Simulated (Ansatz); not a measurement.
`PS` + `C[SeH]` → `C[Se]P` + H₂S at 400 K and 1 bar (ligand exchange at a P–S bond).

Calculated with Ansatz (gas phase, PBE0-D4/def2-TZVP geometries, no zero-point term in ΔE). CCSD(T)/CBS is the MP2 limit (def2-TZVPP, def2-QZVPP) plus CCSD(T) − MP2 in def2-TZVPP, frozen cores. This one scheme is used for every species. For Se outer-core shells are correlated without core-valence functions, which leaves a few kJ/mol of doubt a bond. Scalar relativity is left out up to krypton. Each species was taken in one conformer, which may not be the lowest.

| species | CCSD(T)/CBS energy (Eh) | H − E (kJ/mol) | S (J/(mol·K)) |
| --- | --- | --- | --- |
| `PS` | -740.51379 | 89.7 | 283.7 |
| `C[SeH]` | -2441.15625 | 135.4 | 284.5 |
| `C[Se]P` | -2782.70431 | 172.0 | 349.5 |
| H₂S | -398.97279 | 53.4 | 215.9 |

H − E and S are ideal-gas, rigid-rotor, harmonic terms from PBE0-D4/def2-TZVP, for one conformer and one mirror image of each species. 1 Eh = 2625.50 kJ/mol, R = 8.31446 J/(mol·K).

Question: By hand: ΔE, ΔH, ΔS and ΔG.

Answer: ΔE = (-2782.70431) + (-398.97279) − (-740.51379) − (-2441.15625) = -0.00706 Eh = -18.5 kJ/mol. Δ(H − E) = 172.0 + 53.4 − 89.7 − 135.4 = 0.3, so ΔH = -18.2 kJ/mol. ΔS = 349.5 + 215.9 − 283.7 − 284.5 = -2.8 J/(mol·K). ΔG = -18.2 − 400 × (-2.8)/1000 = -17.1 kJ/mol.

Question: By hand: the equilibrium constant, and the temperature at which ΔG would vanish if ΔH and ΔS stayed fixed.

Answer: log₁₀ K = −ΔG/(RT ln 10) = 2.2. ΔG = 0 at ΔH/ΔS = 6500 K, far beyond where these terms or the molecules hold.

The number of gas molecules stays the same, so ΔS is small and ΔH decides. A doubt of 5 kJ/mol in ΔE shifts log₁₀ K by 0.7 here. Other conformers and mirror images would add mixing entropy, several J/(mol·K) or more a flexible species. These are equilibria of isolated gas molecules and say nothing of rates. Largest T1 diagnostic: 0.012 (customary marks: 0.02 for closed shells, 0.045 for open ones).
